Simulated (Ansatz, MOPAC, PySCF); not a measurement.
Potential energy curve for NaBr, singlet. Each curve is given relative to its own lowest point near equilibrium.

```csv
R / Å,A,B,C
2.01,85.2,59.8,52.3
2.16,31.6,25.0,20.9
2.22,19.0,16.3,13.3
2.38,2.0,3.3,2.3
2.45,0.0,0.9,0.5
2.51,0.1,0.0,0.0
2.60,2.7,0.1,0.6
2.67,6.2,1.2,2.0
2.78,13.3,4.1,5.3
2.89,21.6,8.0,9.5
3.10,38.3,17.1,19.0
3.35,56.7,28.7,31.0
3.76,80.0,46.9,49.5
4.07,92.5,59.1,61.6
4.55,106.4,74.9,76.7
4.97,115.5,86.2,86.6
5.45,124.1,96.8,95.2
6.12,134.0,108.5,103.5
6.76,142.0,117.3,108.9
7.56,150.2,126.0,113.6
```

Energies in mEh.

Task: Assign the columns to these levels of theory: PM7, restricted, heats of formation in MOPAC; RHF/aug-cc-pVQZ in Ansatz (a program for electronic structure); PySCF with restricted B3LYP/6-31G*, spherical d.

Result: A is PM7; B is RHF; C is RKS-B3LYP/6-31G*.

The restricted form behind PM7, RKS-B3LYP/6-31G*, RHF keeps the bonding electrons paired and can't separate into open-shell fragments.
